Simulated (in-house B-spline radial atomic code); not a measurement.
Ionising Ar²⁺ with different functionals

Computed with a B-spline radial code for spherical atoms: scalar-relativistic (spin-free X2C) Hamiltonian, Fermi nucleus of rms radius 3.4274 fm, spin-polarised at highest spin, spherical fractional occupations for the functionals, the average over the highest-spin determinants for Hartree-Fock. The ionisation energy is the difference of two self-consistent energies, [Ne] 3s2 3p4 → [Ne] 3s2 3p3, without Breit or QED terms; ε is the level of the shell that loses the electron (its least bound occupied spin orbital).

Hybrids are left out here: with spherical fractional occupations of an open shell their exact exchange keeps a self-interaction that integer-occupation calculations don't have.

| method | rung | ΔSCF (eV) | -ε(3p) (eV) |
| --- | --- | --- | --- |
| Hartree-Fock | Hartree-Fock | 39.15 | 39.97 |
| LDA VWN5 | LDA | 40.83 | 34.22 |
| LDA PW92 | LDA | 40.83 | 34.22 |
| LDA exchange-only | LDA | 38.75 | 32.35 |
| PBE | GGA | ? | ? |
| PBEsol | GGA | 40.45 | 33.94 |
| BLYP | GGA | 40.53 | 33.90 |
| RPBE | GGA | 40.40 | 33.93 |
| PW91 | GGA | 40.60 | 34.07 |
| BP86 | GGA | 40.69 | 34.13 |
| AM05 | GGA | ? | ? |
| OLYP | GGA | 40.35 | 33.87 |
| TPSS | meta-GGA | 40.40 | 33.97 |
| SCAN | meta-GGA | 40.15 | 33.91 |
| r2SCAN | meta-GGA | 40.13 | 33.89 |
| revTPSS | meta-GGA | 40.33 | 33.92 |

(1) What does AM05 give?

(2) What does PBE give?

(3) How do they compare with the NIST value?

Results:

(1) ΔSCF 40.48 eV, and -ε(3p) = 33.96 eV.

(2) ΔSCF 40.49 eV, and -ε(3p) = 33.98 eV.

(3) NIST lists 40.73 eV ± 0.012 (semi-empirical, ground level to ground level). Errors run from -1.99 to +0.10 eV; BP86 is closest (-0.04 eV), but part of that can be cancellation, since the calculations leave out spin-orbit coupling, Breit-QED terms, multiplet and fine-structure energies. Hartree-Fock also lacks correlation.
